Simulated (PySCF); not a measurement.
SMILES F[Si]F, PBE0/def2-SVP optimised geometry.

```
3

Si    -0.67    -0.80     0.00
F     -0.95     0.80     0.00
F      0.95    -0.80     0.00
```

Density from PBE0/def2-TZVP in PySCF at that geometry.

Minimum of the electron density along straight lines between bonded atoms, close to the bond critical point (lines longer than 1.1 times the sum of covalent radii, or with two minima, are not listed):

```tsv
bond	length / Å	ρ at the minimum / e bohr⁻³	∇²ρ there / e bohr⁻⁵	position (fraction from the first atom)
Si1–F2	1.627	0.130	0.88	0.42
Si1–F3	1.627	0.130	0.88	0.42
```
